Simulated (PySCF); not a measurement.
C2H6AlBrO (SMILES CC[O][AlH][Br]), singlet, geometry from GFN2-xTB (such geometries of metal compounds can be far from the true shape); PySCF with PBE0/6-31G, polarisability.

PySCF was given this input:
```python
from pyscf import gto, scf, dft
from pyscf.prop import polarizability

mol = gto.Mole()
mol.atom = '''
    Al   -0.68540955   -0.19400343   -0.17726278
    H    -2.07890866   -0.56071048   -0.62119807
    Br   -0.21521018    1.97067103    0.19909437
    O     0.41532733   -1.39208039    0.01344154
    C     1.21768415   -2.53978660    0.09889288
    C     0.53526851   -3.72987947   -0.55816163
    H     2.17386840   -2.33228347   -0.39424056
    H     1.40804340   -2.75045183    1.15720979
    H     0.34607738   -3.51565320   -1.60785804
    H     1.16865200   -4.60943829   -0.48157281
    H    -0.41538670   -3.92826482   -0.06814693
'''
mol.basis = '6-31g'
mol.verbose = 4
mol.build()

mf = dft.RKS(mol)
mf.xc = 'pbe0'
mf.kernel()
alpha = mf.Polarizability().polarizability()[2, 2]
print('alpha_zz =', alpha)
```

Output, abridged:

```
site-packages/pyscf/prop/efg/rhf.py:45: UserWarning: Module EFG is under testing
  warnings.warn('Module EFG is under testing')
site-packages/pyscf/prop/efg/dhf.py:30: UserWarning: Module EFG is under testing
  warnings.warn('Module EFG is under testing')
site-packages/pyscf/prop/zfs/uhf.py:40: UserWarning: Module ZFS is under testing
  warnings.warn('Module ZFS is under testing')
site-packages/pyscf/prop/gtensor/uhf.py:43: UserWarning: Module g-tensor is under testing
  warnings.warn('Module g-tensor is under testing')
site-packages/pyscf/prop/gtensor/uks.py:41: UserWarning: Module g-tensor is under testing
  warnings.warn('Module g-tensor is under testing')
site-packages/pyscf/prop/hfc/uks.py:35: UserWarning: Module HFC is under testing
  warnings.warn('Module HFC is under testing')
site-packages/pyscf/prop/magnetizability/rhf.py:39: UserWarning: Module magnetizability is under testing
  warnings.warn('Module magnetizability is under testing')
site-packages/pyscf/prop/magnetizability/uhf.py:37: UserWarning: Module magnetizability is under testing
  warnings.warn('Module magnetizability is under testing')
site-packages/pyscf/prop/magnetizability/rks.py:37: UserWarning: Module magnetizability is under testing
  warnings.warn('Module magnetizability is under testing')
site-packages/pyscf/prop/magnetizability/uks.py:39: UserWarning: Module magnetizability is under testing
  warnings.warn('Module magnetizability is under testing')
site-packages/pyscf/prop/polarizability/uhf.py:34: UserWarning: Module polarizability is under testing
  warnings.warn('Module polarizability is under testing')
site-packages/pyscf/prop/polarizability/rks.py:29: UserWarning: Module polarizability is under testing
  warnings.warn('Module polarizability is under testing')
site-packages/pyscf/prop/polarizability/uks.py:29: UserWarning: Module polarizability is under testing
  warnings.warn('Module polarizability is under testing')
PySCF version 2.14.0

[INPUT] verbose = 4
[INPUT] num. atoms = 11
[INPUT] num. electrons = 74
[INPUT] charge = 0
[INPUT] spin (= nelec alpha-beta = 2S) = 0
[INPUT] symmetry False subgroup None
[INPUT] Mole.unit = angstrom
[INPUT] Symbol           X                Y                Z      unit          X                Y                Z       unit  Magmom
[INPUT]  1 Al    -0.685409550000  -0.194003430000  -0.177262780000 AA   -1.295236332661  -0.366613349926  -0.334978106279 Bohr   0.0
[INPUT]  2 H     -2.078908660000  -0.560710480000  -0.621198070000 AA   -3.928568005387  -1.059589242373  -1.173894221408 Bohr   0.0
[INPUT]  3 Br    -0.215210180000   1.970671030000   0.199094370000 AA   -0.406688299418   3.724028528315   0.376233832243 Bohr   0.0
[INPUT]  4 O      0.415327330000  -1.392080390000   0.013441540000 AA    0.784854905747  -2.630650680478   0.025400829292 Bohr   0.0
[INPUT]  5 C      1.217684150000  -2.539786600000   0.098892880000 AA    2.301089549724  -4.799501088840   0.186880458869 Bohr   0.0
[INPUT]  6 C      0.535268510000  -3.729879470000  -0.558161630000 AA    1.011510887004  -7.048450675938  -1.054772613941 Bohr   0.0
[INPUT]  7 H      2.173868400000  -2.332283470000  -0.394240560000 AA    4.108015906846  -4.407377003150  -0.745006685595 Bohr   0.0
[INPUT]  8 H      1.408043400000  -2.750451830000   1.157209790000 AA    2.660816397501  -5.197600677509   2.186809571765 Bohr   0.0
[INPUT]  9 H      0.346077380000  -3.515653200000  -1.607858040000 AA    0.653991466107  -6.643621696951  -3.038411342780 Bohr   0.0
[INPUT] 10 H      1.168652000000  -4.609438290000  -0.481572810000 AA    2.208432214925  -8.710575956184  -0.910040719937 Bohr   0.0
[INPUT] 11 H     -0.415386700000  -3.928264820000  -0.068146930000 AA   -0.784967098787  -7.423344654564  -0.128779033930 Bohr   0.0

nuclear repulsion = 364.725024423014
number of shells = 45
number of NR pGTOs = 226
number of NR cGTOs = 79
basis = 6-31g
ecp = {}

******** <class 'pyscf.dft.rks.RKS'> ********
method = RKS
initial guess = minao
damping factor = 0
level_shift factor = 0
DIIS = <class 'pyscf.scf.diis.CDIIS'>
diis_start_cycle = 1
diis_space = 8
diis_damp = 0
SCF conv_tol = 1e-09
SCF conv_tol_grad = None
SCF max_cycles = 50
direct_scf = True
direct_scf_tol = 1e-13
XC library pyscf.dft.libxc version 7.1.2
    S. Lehtola, C. Steigemann, M. J. T. Oliveira, and M. A. L. Marques,  SoftwareX 7, 1–5 (2018)
XC functionals = pbe0
    C. Adamo and V. Barone,  J. Chem. Phys. 110, 6158 (1999)
    M. Ernzerhof and G. E. Scuseria,  J. Chem. Phys. 110, 5029 (1999)
radial grids:
    Treutler-Ahlrichs [JCP 102, 346 (1995); DOI:10.1063/1.469408] (M4) radial grids

becke partition: Becke, JCP 88, 2547 (1988); DOI:10.1063/1.454033
pruning grids: <function nwchem_prune>
grids dens level: 3
symmetrized grids: False
atomic radii adjust function: <function treutler_atomic_radii_adjust>
small_rho_cutoff = 0
Set gradient conv threshold to 3.16228e-05
Initial guess from minao.
tot grids = 140776
init E= -2969.95820582673
  HOMO = -0.347697348097816  LUMO = -0.0584566809946931  gap/eV = 7.87064
cycle= 1 E= -2970.55603118173  delta_E= -0.598  |g|= 0.762  |ddm|= 2.91
  HOMO = -0.143101551896782  LUMO = -0.00290621637866106  gap/eV = 3.81491
cycle= 2 E= -2970.22067377671  delta_E= 0.335  |g|= 1.47  |ddm|= 2.03
  HOMO = -0.284942219303236  LUMO = -0.0370529505934694  gap/eV = 6.74541
cycle= 3 E= -2970.67086620846  delta_E= -0.45  |g|= 0.175  |ddm|=  1.5
  HOMO = -0.293773967244264  LUMO = -0.0300918525176317  gap/eV = 7.17516
cycle= 4 E= -2970.67799011879  delta_E= -0.00712  |g|= 0.049  |ddm|= 0.275
  HOMO = -0.293603599451141  LUMO = -0.0312578989280627  gap/eV = 7.13879
cycle= 5 E= -2970.67851783337  delta_E= -0.000528  |g|= 0.00446  |ddm|= 0.0581
  HOMO = -0.294492481594004  LUMO = -0.0313575872364789  gap/eV = 7.16027
cycle= 6 E= -2970.6785245763  delta_E= -6.74e-06  |g|= 0.00145  |ddm|= 0.00897
  HOMO = -0.294433725776081  LUMO = -0.031282408679949  gap/eV = 7.16071
cycle= 7 E= -2970.67852514258  delta_E= -5.66e-07  |g|= 0.00042  |ddm|= 0.00203
  HOMO = -0.294474594818845  LUMO = -0.0312715349821748  gap/eV = 7.16212
cycle= 8 E= -2970.67852518875  delta_E= -4.62e-08  |g|= 4.93e-05  |ddm|= 0.000472
  HOMO = -0.294474527842779  LUMO = -0.0312788478157384  gap/eV = 7.16192
cycle= 9 E= -2970.67852518942  delta_E= -6.73e-10  |g|= 1.22e-05  |ddm|= 8.83e-05
  HOMO = -0.294469574951763  LUMO = -0.0312767137975634  gap/eV = 7.16184
Extra cycle  E= -2970.67852518939  delta_E= 2.64e-11  |g|= 1.85e-05  |ddm|= 3.51e-05
converged SCF energy = -2970.67852518939
Isotropic polarizability 59.0160866114
Polarizability anisotropy 36.0408881549
alpha_zz = 42.60814275969442
```
